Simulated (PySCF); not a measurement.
How methods differ on the excitation energy of Fe²⁺

Fe²⁺ [Ar] 3d6 (5D) → Fe²⁺ [Ar] 3d5 4s1 (7S), as a difference of total energies. Calculation: PySCF 2.14, in aug-cc-pVDZ-DK; scalar relativity by spin-free X2C-1e. Correlated levels: valence: [Ar] frozen. The calculations carry no spin-orbit coupling.

| method | excitation energy (cm⁻¹) |
| --- | --- |
| UHF | 19247 |
| MP2 (valence) | 27255 |
| SCS-MP2 (valence) | 29730 |
| CCSD (valence) | 26913 |
| CCSD(T) (valence) | 27064 |
